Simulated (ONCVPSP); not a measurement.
**Ranking ONCV potentials for silicon (Si)**

All share these settings but for the change named:

Si (Z = 14), optimised norm-conserving Vanderbilt (ONCV), made with ONCVPSP 4.0.1 (PBEsol, scalar-relativistic). Core [He], reference 2s2 2p6 3s2 3p0.5 (charge +1.5). Waves: 2s+3s: rc 1.10 bohr, ncon 5, nbas 8, qcut 13.4 1/bohr, 2 projectors; 2p+3p: rc 1.05 bohr, ncon 3, nbas 6, qcut 11.4 1/bohr, 2 projectors. Local part: polynomial inside 0.70 bohr (lpopt 1, dvloc0 0 Ha). Core correction: Teter function, fcfact 2.75, rcfact 1.75.

Test errors are all-electron minus pseudo excitation energies from the reference, over 2s2 2p6 3s2 3p2; 2s2 2p6 3s2 3p1; 2s2 2p6 3s2 3p0; 2s2 2p5 3s2 3p2. None of these files shows a bound ghost.

The base gives 968.7 meV.

Of 6 variants that were run, those that failed, showed a ghost or another fault, or gave nearly equal values are left out.

A variant can come out equal or close to the base, since the largest error may sit in a test that the change hardly touches while other tests move.

Rank these variants by their largest absolute test error, smallest first.
A. p: rc 1.04
B. p: rc 0.76
C. p: rc 1.36
D. p: rc 1.52
E. p: rc 1.22

B (397.3 meV), A (957.8 meV), E (1336.1 meV), C (1638.1 meV), D (2228.6 meV).
